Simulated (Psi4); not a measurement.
boroxine (H3B3O3), singlet, at a GFN2-xTB geometry; Psi4 1.11 with PBE/STO-3G.

The Psi4 input:
```
memory 2 GB

molecule mol {
0 1
B    -0.626424    1.183003    0.246010
O    -1.339483    0.024860    0.229707
B    -0.714807   -1.158110   -0.016003
O     0.625608   -1.181461   -0.245689
B     1.341232   -0.024893   -0.230007
O     0.713876    1.156601    0.015983
H    -1.164867    2.199854    0.457468
H    -1.329220   -2.153564   -0.029759
H     2.494088   -0.046290   -0.427709
}

set {
  basis sto-3g
  reference rks
}

energy('pbe')
print_variables()
```

It wrote (shortened):

```
   => Loading Basis Set <=

    Name: STO-3G
    Role: ORBITAL
    Keyword: BASIS

         ---------------------------------------------------------
                                   SCF
               by Justin Turney, Rob Parrish, Andy Simmonett
                          and Daniel G. A. Smith
                              RKS Reference
         ---------------------------------------------------------

  ==> Geometry <==

    Molecular point group: c1
    Full point group: C1

    Geometry (in Angstrom), charge = 0, multiplicity = 1:

       Center              X                  Y                   Z               Mass
    ------------   -----------------  -----------------  -----------------  -----------------
         B           -0.626424333333     1.183003000000     0.246009809666    11.009305360000
         O           -1.339483333333     0.024860000000     0.229706809666    15.994914619570
         B           -0.714807333333    -1.158110000000    -0.016003190334    11.009305360000
         O            0.625607666667    -1.181461000000    -0.245689190334    15.994914619570
         B            1.341231666667    -0.024893000000    -0.230007190334    11.009305360000
         O            0.713875666667     1.156601000000     0.015982809666    15.994914619570
         H           -1.164867333333     2.199854000000     0.457467809666     1.007825032230
         H           -1.329220333333    -2.153564000000    -0.029759190334     1.007825032230
         H            2.494087666667    -0.046290000000    -0.427709190334     1.007825032230

  Running in c1 symmetry.

  Rotational constants: A =      0.19926  B =      0.19926  C =      0.09963 [cm^-1]
  Rotational constants: A =   5973.56103  B =   5973.55813  C =   2986.77979 [MHz]
  Nuclear repulsion =  203.339210192510365

  Charge       = 0
  Multiplicity = 1
  Electrons    = 42
  Nalpha       = 21
  Nbeta        = 21

  ==> Algorithm <==

  SCF Algorithm Type is DF.
  DIIS enabled.
  MOM disabled.
  Fractional occupation disabled.
  Guess Type is SAD.
  Energy threshold   = 1.00e-06
  Density threshold  = 1.00e-06
  Integral threshold = 1.00e-12

  ==> Primary Basis <==

  Basis Set: STO-3G
    Blend: STO-3G
    Number of shells: 21
    Number of basis functions: 33
    Number of Cartesian functions: 33
    Spherical Harmonics?: true
    Max angular momentum: 1

  ==> DFT Potential <==

   => LibXC <=

    Version 7.1.2
    S. Lehtola, C. Steigemann, M. J. T. Oliveira, and M. A. L. Marques,  SoftwareX 7, 1–5 (2018) (10.1016/j.softx.2017.11.002)

   => Composite Functional: PBE <=

    PBE GGA Exchange-Correlation Functional

    J.P. Perdew et. al., Phys. Rev. Lett., 77(18), 3865-3868, 1996

    Deriv               =              1
    GGA                 =           TRUE
    Meta                =          FALSE

    Exchange Hybrid     =          FALSE
    MP2 Hybrid          =          FALSE

   => Exchange Functionals <=

    1.0000     XC_GGA_X_PBE

   => Correlation Functionals <=

    1.0000     XC_GGA_C_PBE

   => LibXC Density Thresholds  <==

    XC_GGA_C_PBE:  1.00E-12
    XC_GGA_X_PBE:  1.00E-15

   => Molecular Quadrature <=

    Radial Scheme          =       TREUTLER
    Pruning Scheme         =           NONE
    Nuclear Scheme         =       TREUTLER

    Blocking Scheme        =         OCTREE
    BS radius alpha        =              1
    Pruning alpha          =              1
    Radial Points          =             75
    Spherical Points       =            302
    Total Points           =         188289
    Total Blocks           =           1447
    Max Points             =            256
    Max Functions          =             32
    Weights Tolerance      =       1.00E-15

   => Loading Basis Set <=

    Name: (STO-3G AUX)
    Role: JKFIT
    Keyword: DF_BASIS_SCF

  ==> Integral Setup <==

  SCF_SUBTYPE=INCORE selected. In-core MEM_DF algorithm will be used.
  Using in-core AOs.

  ==> MemDFJK: Density-Fitted J/K Matrices <==

    J tasked:                   Yes
    K tasked:                    No
    wK tasked:                   No
    Algorithm:                 Core
    Schwarz Cutoff:           1E-12
    Mask sparsity (%):       1.1019
    Fitting Condition:        1E-10

   => Auxiliary Basis Set <=

  Basis Set: (STO-3G AUX)
    Blend: DEF2-UNIVERSAL-JKFIT
    Number of shells: 168
    Number of basis functions: 510
    Number of Cartesian functions: 606
    Spherical Harmonics?: true
    Max angular momentum: 4

  Minimum eigenvalue in the overlap matrix is 2.5954918076E-01.
  Reciprocal condition number of the overlap matrix is 1.0814782387E-01.
    Using symmetric orthogonalization.

  ==> Pre-Iterations <==

  SCF Guess: Superposition of Atomic Densities via on-the-fly atomic UHF (no occupation information).

   -------------------------
    Irrep   Nso     Nmo
   -------------------------
     A         33      33
   -------------------------
    Total      33      33
   -------------------------

  ==> Iterations <==

                           Total Energy        Delta E     RMS |[F,P]|

   @DF-RKS iter SAD:  -295.88871828115532   -2.95889e+02   0.00000e+00
   @DF-RKS iter   1:  -297.89265026492160   -2.00393e+00   7.83944e-03 DIIS/ADIIS
   @DF-RKS iter   2:  -297.85605231453735    3.65980e-02   1.13859e-02 DIIS/ADIIS
   @DF-RKS iter   3:  -297.93827280998784   -8.22205e-02   1.58226e-03 DIIS/ADIIS
   @DF-RKS iter   4:  -297.94021082004059   -1.93801e-03   1.33167e-04 DIIS/ADIIS
   @DF-RKS iter   5:  -297.94022503558125   -1.42155e-05   7.89731e-06 DIIS
   @DF-RKS iter   6:  -297.94022507427616   -3.86949e-08   6.69177e-07 DIIS
  Energy and wave function converged.

  ==> Post-Iterations <==

   Electrons on quadrature grid:
      Ntotal   =   41.9999886069 ; deviation = -1.139e-05

    Orbital Energies [Eh]
    ---------------------

    Doubly Occupied:

[...]
    Virtual:

[...]
    Final Occupation by Irrep:
              A
    DOCC [    21 ]
    NA   [    21 ]
    NB   [    21 ]

  @DF-RKS Final Energy:  -297.94022507427616

   => Energetics <=

    Nuclear Repulsion Energy =            203.3392101925103645
    One-Electron Energy =                -811.6316484512941543
    Two-Electron Energy =                 349.3750153959729232
    DFT Exchange-Correlation Energy =     -39.0228022114652475
    Empirical Dispersion Energy =           0.0000000000000000
    VV10 Nonlocal Energy =                  0.0000000000000000
    Total Energy =                       -297.9402250742761566

Computation Completed

Properties will be evaluated at   0.000000,   0.000000,   0.000000 [a0]

Properties computed using the SCF density matrix

 Multipole Moments:

 ------------------------------------------------------------------------------------
     Multipole            Electronic (a.u.)      Nuclear  (a.u.)        Total (a.u.)
 ------------------------------------------------------------------------------------

 L = 1.  Multiply by 2.5417464519 to convert [e a0] to [Debye]
 Dipole X            :         -0.0000049           -0.0000000           -0.0000049
 Dipole Y            :         -0.0000520            0.0000000           -0.0000520
 Dipole Z            :         -0.0000058            0.0000000           -0.0000057
 Magnitude           :                                                    0.0000526

 ------------------------------------------------------------------------------------

  Variable Map:
  ----------------------------------------------------------------------------
[...]
  Array Variable Map:
  ----------------------------------------------------------------------------
[...]
[...]
```
